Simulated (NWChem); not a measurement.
Program: NWChem. System: 1,3-cyclohexadiene (C6H8), charge 0, spin multiplicity 1, at a geometry optimised with B3LYP/def2-SVP. Level: G0W0@PBE0/def2-SVP, RI basis def2-svp-rifit.

Input file:

```
start mol
memory heap 200 mb stack 700 mb global 1700 mb
geometry units angstroms nocenter noautoz
  C     -0.385595     1.374436    -0.111914
  C     -0.129498     0.722461    -1.261986
  C      0.129498    -0.722461    -1.261986
  C      0.385595    -1.374436    -0.111914
  C      0.453780    -0.620448     1.195473
  C     -0.453780     0.620448     1.195473
  H     -0.614515     2.444727    -0.116902
  H     -0.131535     1.256160    -2.216962
  H      0.131535    -1.256160    -2.216962
  H      0.614515    -2.444727    -0.116902
  H      1.507006    -0.311738     1.362065
  H      0.199030    -1.277806     2.042362
  H     -0.199030     1.277806     2.042362
  H     -1.507006     0.311738     1.362065
  symmetry group C2
end
basis spherical
  * library def2-svp
end
basis "ri basis" bse spherical
  * library def2-svp-rifit
end
dft
  xc pbe0
  iterations 100
  direct
  tolerances tight
end
task dft energy
gw
  states alpha occ 4 vir 2
end
task dft gw
```

Part of the output:

```
             Northwest Computational Chemistry Package (NWChem) 7.3.0
             --------------------------------------------------------

                                NWChem Input Module
                                -------------------

 Scaling coordinates for geometry "geometry" by  1.889725989
 (inverse scale =  0.529177249)

 Turning off AUTOSYM since
 SYMMETRY directive was detected!

                             Geometry "geometry" -> ""
                             -------------------------

 Output coordinates in angstroms (scale by  1.889725989 to convert to a.u.)

  No.       Tag          Charge          X              Y              Z
 ---- ---------------- ---------- -------------- -------------- --------------
    1 C                    6.0000    -0.38559500     1.37443600    -0.11191400
    2 C                    6.0000    -0.12949800     0.72246100    -1.26198600
    3 C                    6.0000     0.12949800    -0.72246100    -1.26198600
    4 C                    6.0000     0.38559500    -1.37443600    -0.11191400
    5 C                    6.0000     0.45378000    -0.62044800     1.19547300
    6 C                    6.0000    -0.45378000     0.62044800     1.19547300
    7 H                    1.0000    -0.61451500     2.44472700    -0.11690200
    8 H                    1.0000    -0.13153500     1.25616000    -2.21696200
    9 H                    1.0000     0.13153500    -1.25616000    -2.21696200
   10 H                    1.0000     0.61451500    -2.44472700    -0.11690200
   11 H                    1.0000     1.50700600    -0.31173800     1.36206500
   12 H                    1.0000     0.19903000    -1.27780600     2.04236200
   13 H                    1.0000    -0.19903000     1.27780600     2.04236200
   14 H                    1.0000    -1.50700600     0.31173800     1.36206500

 Effective nuclear repulsion energy (a.u.)     218.2455770337

            Nuclear Dipole moment (a.u.)
            ----------------------------
        X                 Y               Z
 ---------------- ---------------- ----------------
     0.0000000000     0.0000000000     0.0000037795

      Symmetry information
      --------------------

 Group name             C2
 Group number              4
 Group order               2
 No. of unique centers     7

      Symmetry unique atoms

     1    2    5    7    8   11   12


 Summary of "ao basis" -> "" (spherical)
 ------------------------------------------------------------------------------
       Tag                 Description            Shells   Functions and Types
 ---------------- ------------------------------  ------  ---------------------
 *                          def2-svp                  on all atoms

 new library libraries.bse/

 Summary of "ri basis" -> "" (spherical)
 ------------------------------------------------------------------------------
       Tag                 Description            Shells   Functions and Types
 ---------------- ------------------------------  ------  ---------------------
 *                       def2-svp-rifit               on all atoms

                                 NWChem DFT Module
                                 -----------------

 Summary of "ao basis" -> "ao basis" (spherical)
 ------------------------------------------------------------------------------
       Tag                 Description            Shells   Functions and Types
 ---------------- ------------------------------  ------  ---------------------
 C                          def2-svp                 6       14   3s2p1d
[...]
     4      0.309087   1 C  px               46     -0.309087   4 C  px
     7      0.242649   1 C  px               18      0.243102   2 C  px
    32     -0.243102   3 C  px               49     -0.242649   4 C  px
    21      0.193807   2 C  px               35     -0.193807   3 C  px
   105      0.132174  11 H  s               120      0.132174  14 H  s

 Vector   23  Occ=0.000000D+00  E=-2.321670D-02  Symmetry=b
              MO Center= -2.4D-15,  5.3D-15, -3.7D-01, r^2= 3.6D+00
   Bfn.  Coefficient  Atom+Function         Bfn.  Coefficient  Atom+Function
  ----- ------------  ---------------      ----- ------------  ---------------
     7      0.426198   1 C  px               49      0.426198   4 C  px
     4      0.335123   1 C  px               46      0.335123   4 C  px
    21     -0.312261   2 C  px               35     -0.312261   3 C  px
    18     -0.231918   2 C  px               32     -0.231918   3 C  px
    59     -0.143263   5 C  s                73      0.143263   6 C  s

 Vector   24  Occ=0.000000D+00  E= 6.907472D-02  Symmetry=a
              MO Center= -6.5D-14,  1.6D-13,  8.2D-01, r^2= 8.2D+00
   Bfn.  Coefficient  Atom+Function         Bfn.  Coefficient  Atom+Function
  ----- ------------  ---------------      ----- ------------  ---------------
    59      1.285636   5 C  s                73      1.285636   6 C  s
   111     -0.836021  12 H  s               116     -0.836021  13 H  s
   106     -0.716607  11 H  s               121     -0.716607  14 H  s
    86     -0.508065   7 H  s               101     -0.508065  10 H  s
    91     -0.444041   8 H  s                96     -0.444041   9 H  s

 Vector   25  Occ=0.000000D+00  E= 8.088846D-02  Symmetry=a
              MO Center= -3.6D-16,  1.1D-15, -8.5D-01, r^2= 5.9D+00
   Bfn.  Coefficient  Atom+Function         Bfn.  Coefficient  Atom+Function
  ----- ------------  ---------------      ----- ------------  ---------------
    91      0.635159   8 H  s                96      0.635159   9 H  s
    86      0.570588   7 H  s               101      0.570588  10 H  s
     3     -0.489388   1 C  s                45     -0.489388   4 C  s
   106     -0.454401  11 H  s               121     -0.454401  14 H  s
    21      0.448310   2 C  px               35     -0.448310   3 C  px

 center of mass
 --------------
 x =   0.00000000 y =   0.00000000 z =  -0.05014167

 moments of inertia (a.u.)
 ------------------
         645.170382520557          94.785585267216           0.000000000000
          94.785585267216         390.012179874418          -0.000000000000
           0.000000000000          -0.000000000000         357.765105842785

     Multipole analysis of the density
     ---------------------------------

     L   x y z        total         alpha         beta         nuclear
     -   - - -        -----         -----         ----         -------
     0   0 0 0      0.000000    -22.000000    -22.000000     44.000000

     1   1 0 0      0.000000      0.000000      0.000000      0.000000
     1   0 1 0     -0.000000     -0.000000     -0.000000      0.000000
     1   0 0 1      0.185788      0.092892      0.092892      0.000004

     2   2 0 0    -28.971290    -32.104659    -32.104659     35.238029
     2   1 1 0     -0.733350     27.566697     27.566697    -55.866744
     2   1 0 1      0.000000      0.000000      0.000000      0.000000
     2   0 2 0    -26.042935   -106.085105   -106.085105    186.127275
     2   0 1 1      0.000000      0.000000      0.000000     -0.000000
     2   0 0 2    -25.579589   -116.924833   -116.924833    208.270076

 Task  times  cpu:       10.5s     wall:       10.5s

                                NWChem Input Module
                                -------------------

                                 NWChem GW Module
                                 ----------------

                             ***********************
                             ***        GW       ***
                             ***********************

 Summary of "ri basis" -> "ri basis" (spherical)
 ------------------------------------------------------------------------------
       Tag                 Description            Shells   Functions and Types
 ---------------- ------------------------------  ------  ---------------------
 C                       def2-svp-rifit             16       48   6s5p4d1f
 H                       def2-svp-rifit              6       14   3s2p1d

                 Memory Information
                 ------------------
          Available GA per process is          1699.9 MBs
          Available stack per process is        700.0 MBs
          Available heap per process is           0.0 MBs

          Peak memory in Initialization
              Peak GA per process is                 10.4 MBs
              Peak stack per process is               0.2 MBs
              Peak heap per process is               10.7 MBs
              Memory not in MA per process            0.0 MBs

          Peak memory in AFF Calculation
              Peak GA per process is                 54.2 MBs
              Peak stack per process is              38.4 MBs
              Peak heap per process is                0.0 MBs
              Memory not in MA per process           38.4 MBs

          Computing 2-center integrals
          Computing Inverse Cholesky factor
          Computing 3-center integrals
          Computing V_xc ...

 Grid integrated density:      43.999929712853
 Requested integration accuracy:   0.10E-05
          Computing Sigma_x
          Computing RPA polarizability
          Solving quasiparticle equations

                  Alpha Orbitals
          State     Energy (eV)     Error (eV)
          -----------------------------------
@GW        19        -11.341           0.004
@GW        20        -10.935           0.004
@GW        21        -10.313           0.004
@GW        22         -7.804           0.004
@GW        23          1.832           0.002
@GW        24          3.905           0.004

   Applying  -1.7350 eV scissor-shift to rest of particle states

   Applying   2.4633 eV scissor-shift to rest of hole states

     GW Timing Statistics
   ------------------------
   Init.   :          0.0s
     ERIs  :          1.8s
     Distr.:          0.0s
     Vxc   :          1.8s
   Sigma_x :          0.0s
   RPA     :          3.0s
   Wmn     :          0.1s
   Sigma_c :          0.0s
   GW total:          6.8s

 Task  times  cpu:        6.8s     wall:        6.8s

 Total times  cpu:       17.3s     wall:       17.3s
```
